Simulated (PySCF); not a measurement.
bromo-dichloro-fluoromethane (CBrCl2F), SMILES FC(Cl)(Cl)Br.

Coordinates come from a PBE0-D3(BJ)/def2-SVP optimisation.

Two levels are set side by side: TDA-PBE/def2-SVPD (PySCF) and TDA-M06-2X/def2-SVPD (PySCF). Vertical, same geometry. The lowest singlet is HOMO→LUMO 98 % with PBE and HOMO→LUMO 93 % with the other functional; states are paired by order. Differences are taken from unrounded values.

| quantity | TDA-M06-2X | TDA-PBE | TDA-PBE minus TDA-M06-2X |
|---|---|---|---|
| lowest singlet excitation (eV) | 5.46 | 4.84 | -0.62 |
| lowest triplet excitation (TDA) (eV) | 4.83 | 4.34 | -0.49 |
| first bright state (f over 0.05) (eV) | 7.07 | 6.64 | -0.43 |
| its oscillator strength | 0.07 | 0.10 | 0.04 |

Functionals without exact exchange tend to place singlet excitations lower, as here. Differences between two approximate levels are no errors against the true value.

Rough cost on one machine, each run with all the roots and properties that it gave: TDA-M06-2X against TDA-PBE about 9 times.
